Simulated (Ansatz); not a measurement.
## Molecular dynamics of Si2H10O

Input:

```yaml
accuracy: low
crystal:
  lattice:
    - [8.626706, 0.0, 0.0]
    - [0.0, 8.626706, 0.0]
    - [0.0, 0.0, 8.626706]
  atoms:
    - { symbol: O, position: [0.80046822, 0.55760609, 0.09260983] }
    - { symbol: H, position: [0.91338804, 0.55410752, 0.08126742] }
    - { symbol: H, position: [0.77321272, 0.44992902, 0.12074082] }
    - { symbol: O, position: [0.72837507, 0.27485189, 0.23171107] }
    - { symbol: H, position: [0.76926701, 0.29937338, 0.33459335] }
    - { symbol: H, position: [0.76605753, 0.16983555, 0.21060885] }
    - { symbol: O, position: [0.8695372, 0.7017886, 0.45831895] }
    - { symbol: H, position: [0.82577429, 0.67207157, 0.35784589] }
    - { symbol: H, position: [0.80141198, 0.65180982, 0.53424021] }
    - { symbol: Si, position: [0.52899498, 0.5389824, 0.74454845] }
    - { symbol: H, position: [0.67317887, 0.50896951, 0.65155324] }
    - { symbol: H, position: [0.53048837, 0.4368127, 0.88421473] }
    - { symbol: H, position: [0.52510834, 0.70617953, 0.78914003] }
    - { symbol: H, position: [0.3921909, 0.50073495, 0.64483721] }
    - { symbol: Si, position: [0.48153688, 0.12448233, 0.50942834] }
    - { symbol: H, position: [0.60602322, 0.20256651, 0.60243016] }
    - { symbol: H, position: [0.36349357, 0.05869372, 0.61801904] }
    - { symbol: H, position: [0.40697956, 0.24157105, 0.40607018] }
    - { symbol: H, position: [0.5530799, -0.00240758, 0.41572522] }
    - { symbol: Si, position: [0.39583087, 1.01174424, 0.04089742] }
    - { symbol: H, position: [0.27894901, 1.03474571, 0.16711825] }
    - { symbol: H, position: [0.54155806, 0.94738972, 0.10880342] }
    - { symbol: H, position: [0.33225547, 0.90121491, -0.07650097] }
    - { symbol: H, position: [0.42959208, 1.16375103, -0.03549294] }
    - { symbol: Si, position: [-0.02479396, 0.25675541, 0.70598896] }
    - { symbol: H, position: [0.13538563, 0.26841696, 0.77144343] }
    - { symbol: H, position: [-0.14069736, 0.28695117, 0.83131685] }
    - { symbol: H, position: [-0.04390883, 0.37641947, 0.58115937] }
    - { symbol: H, position: [-0.0498338, 0.09913835, 0.63836459] }
    - { symbol: Si, position: [0.92388749, 0.88908253, 0.96402237] }
    - { symbol: H, position: [1.0089114, 1.03920102, 0.9418468] }
    - { symbol: H, position: [0.87850875, 0.87950095, 1.13146085] }
    - { symbol: H, position: [0.78404017, 0.88617895, 0.86221909] }
    - { symbol: H, position: [1.03125161, 0.75908157, 0.92332012] }
    - { symbol: Si, position: [0.237607, 0.52737993, 0.14829383] }
    - { symbol: H, position: [0.37368753, 0.63430267, 0.15348627] }
    - { symbol: H, position: [0.27042771, 0.38267911, 0.23755236] }
    - { symbol: H, position: [0.09992028, 0.60644199, 0.21915729] }
    - { symbol: H, position: [0.20070575, 0.48648466, -0.01646544] }
basis:
  ecutwfc: 420.0
kpoints:
  mp_grid: { grid: [1, 1, 1] }
hamiltonian:
  xc: pbesol
scf:
  occupations: { method: fermi_dirac, width: 0.05 }
  lower_state_search: "off"
md:
  timestep: 0.5
  n_steps: 270
  ensemble: nvt_langevin
  temperature: 1500.0
  initial_velocities: maxwell_boltzmann
  seed: 932718
  friction: 0.02
```

Command:

```bash
$ ansatz run input.yaml --threads 1 --pin off --max-ram 3072MiB --backend cpu --events-out ev --progress --plain --runs-dir out
```

It starts from a partly relaxed structure (largest force component 0.29 eV/Å).

Output, in part (step lines):

```
md step     0: t =     0.00 fs  T =  1461.5 K  F+E_penalty+E_count = -5879.81929969 eV  E_kin = 7.367820 eV  (9 SCF iters)
md step     1: t =     0.50 fs  T =  1410.6 K  F+E_penalty+E_count = -5879.68564175 eV  E_kin = 7.110944 eV  (8 SCF iters)
md step     2: t =     1.00 fs  T =  1268.2 K  F+E_penalty+E_count = -5879.27948736 eV  E_kin = 6.393063 eV  (8 SCF iters)
md step     3: t =     1.50 fs  T =  1212.7 K  F+E_penalty+E_count = -5878.74955924 eV  E_kin = 6.113398 eV  (8 SCF iters)
md step     4: t =     2.00 fs  T =  1086.1 K  F+E_penalty+E_count = -5878.29447046 eV  E_kin = 5.475261 eV  (8 SCF iters)
md step     5: t =     2.50 fs  T =  1109.5 K  F+E_penalty+E_count = -5878.05717568 eV  E_kin = 5.593196 eV  (6 SCF iters)
md step     6: t =     3.00 fs  T =  1039.3 K  F+E_penalty+E_count = -5878.01288501 eV  E_kin = 5.239211 eV  (6 SCF iters)
md step     7: t =     3.50 fs  T =  1011.1 K  F+E_penalty+E_count = -5878.02478469 eV  E_kin = 5.096904 eV  (6 SCF iters)
[... lines left out ...]
```

The steps, from the saved trajectory:

```csv
time (fs),T (K),potential energy less start (eV)
0.0,1462,0.000
4.5,1001,1.988
9.0,1156,2.621
13.5,1289,3.235
18.0,1301,3.339
22.5,1477,2.382
27.0,1148,3.939
31.5,1178,3.352
36.0,1051,4.037
40.5,1041,4.051
45.0,1235,3.951
49.5,1189,4.046
54.0,1128,4.365
58.5,1079,4.163
63.0,1102,4.615
67.5,1205,3.768
72.0,1162,4.188
76.5,1395,3.760
81.0,1280,4.099
85.5,1339,3.692
90.0,1281,4.624
94.5,1574,4.442
99.0,1357,5.568
103.5,1551,5.342
108.0,1612,5.105
112.5,1555,4.958
117.0,1786,4.192
121.5,1160,6.010
126.0,1496,5.371
130.5,1492,4.674
135.0,1608,3.856
```

The run went to its last step. A run of 0.14 ps of so small a system gives no equilibrium averages. Limits of this set-up: coarse k mesh, low accuracy level.

Mean squared displacements from the first frame to the last, about the centre of mass: O 1.33 Å², H 4.34 Å², Si 0.90 Å².

Last frame:

```xyz
39
Lattice="8.6267 0.0000 0.0000 0.0000 8.6267 0.0000 0.0000 0.0000 8.6267" Properties=species:S:1:pos:R:3
O 6.244 6.126 1.624
H 6.376 5.258 1.864
H 5.479 6.631 1.983
O 6.958 2.895 1.762
H 6.369 2.579 2.534
H 6.425 2.760 0.906
O 7.486 6.970 4.609
H 6.853 6.603 3.942
H 7.740 6.117 5.044
Si 3.942 4.668 7.058
H 2.643 4.604 6.198
H 5.047 3.698 6.661
H 4.586 6.109 7.275
H 3.246 4.103 8.252
Si 4.423 0.789 4.908
H 5.836 0.529 4.283
H 3.374 1.928 4.462
H 3.682 -0.300 4.373
H 5.208 0.721 6.128
Si 3.544 8.758 0.434
H 4.214 8.912 1.625
H 4.411 9.840 -0.511
H 3.731 7.394 0.012
H 2.194 9.126 0.621
Si 0.391 2.012 4.961
H 0.137 0.636 4.582
H -0.690 2.431 6.003
H 1.855 2.615 5.326
H -0.388 2.748 3.875
Si 8.724 7.776 7.787
H 9.774 6.856 7.351
H 7.273 7.652 7.343
H 8.871 7.917 9.343
H 8.973 9.083 7.150
Si 0.935 4.442 1.567
H 1.901 5.651 1.408
H 0.738 4.226 2.941
H -0.080 4.738 0.720
H 1.647 3.267 1.173
```

The run took 22 min on 1 thread of Arm Neoverse N1 (shared host), peak memory 0.57 GiB.
